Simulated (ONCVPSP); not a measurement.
Tb: one change to an ONCV potential, before and after

* Element: Tb
* Generator: ONCVPSP 4.0.1
* Type: optimised norm-conserving Vanderbilt (ONCV)
* Functional: LDA (Perdew-Wang 92)
* Relativity: scalar-relativistic
* Frozen core: [Kr] 4d10 4f8
* Valence charge: 11
* Reference configuration: 5s2 5p6 5d1 6s1.75 6p0.25
* Partial waves: 5s+6s: rc 2.30 bohr, ncon 3, nbas 7, qcut 6.2 1/bohr, 2 projectors; 5p+6p: rc 2.30 bohr, ncon 5, nbas 9, qcut 4.8 1/bohr, 2 projectors; 5d: rc 2.90 bohr, ncon 4, nbas 9, qcut 6.3 1/bohr, 1 projector
* Local potential: polynomial inside 1.45 bohr (lpopt 1, dvloc0 -1 Ha)
* Core correction: polynomial model core, fcfact 0.65

Change: all radii but the core radius scaled by about 1.24 (s 2.86, p 2.86, d 3.60 bohr); local potential polynomial inside 1.80 bohr (lpopt 1, dvloc0 -1 Ha).

Cutoffs: the cutoffs (Ha) at which the residual kinetic energy of the hardest occupied pseudo-wave falls to 1 and 0.1 mHa per electron; they do not see the model core or the augmentation charge, which bear on the density cutoff. Errors are all-electron minus pseudo energies relative to the spin-unpolarised reference configuration.

What does the change do?

The potential gets softer (11 Ha and 14 Ha → 7.6 Ha and 10 Ha); of the 4 tests that both files solve, the error grows in 3 and shrinks in 0 by more than 15 % and 0.3 meV (median size 4.4 → 5.8 meV); neither file shows a bound ghost. A larger radius leaves more room for a smooth pseudo-wave, so fewer plane waves are needed. More of the atom is replaced by a form fitted at one configuration, so other configurations suffer.

```tsv
quantity	base	changed
cutoff, loose	11 Ha	7.6 Ha
cutoff, tight	14 Ha	10 Ha
loose cutoff by channel	s 11 Ha, p 7.1 Ha, d 9.1 Ha	s 7.1 Ha, p 7.6 Ha, d 6.7 Ha
bound ghosts	none	none
GHOST(+) flags under 300 eV	s at 108.3 eV	none
error for 5s2 5p6 5d1 6s2 6p0, meV [ΔE -0.74 eV]	+0.1	+0.1
error for 5s2 5p6 5d1 6s1 6p0, meV [ΔE 6.21 eV]	-3.6	-4.3
error for 5s2 5p6 5d1 6s0 6p0, meV [ΔE 18.74 eV]	-24	-30
error for 5s2 5p6 5d1 6s0 6p2, meV [ΔE 5.51 eV]	-5.1	-7.3
rms error of d²Exc/dni dnj with the model core, mHa	0.57	0.87
```
